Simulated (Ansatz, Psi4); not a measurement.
**AlClF2 (SMILES [F][Al]([F])[Cl]): the vertical energy of the triplet above the singlet from total energies**

AlClF2 has 4 atoms, charge 0, and is taken as a singlet. As SMILES, `[F][Al]([F])[Cl]`. Geometry: relaxed at PBE0-D4/def2-TZVP.

Both states at this one shape; open shells run unrestricted unless said. 1 Eh = 27.2114 eV.

| level | program | singlet AlClF2 (Eh) | triplet AlClF2 (Eh) |
| --- | --- | --- | --- |
| B3LYP/def2-SVPD | Psi4 | -902.214443 | -901.956410 |
| RPA@PBE0/def2-SVPD, 12 core orbitals frozen | Ansatz | -900.951258 | -900.685623 |

Question: Work out the vertical gap, second state less first, at each level.

Answer: 
1. B3LYP/def2-SVPD: -901.956410 − (-902.214443) = 0.258033 Eh = 7.02 eV.
2. RPA@PBE0/def2-SVPD: -900.685623 − (-900.951258) = 0.265635 Eh = 7.23 eV.

No measured value is set beside it here; the levels span 7.02 to 7.23 eV.
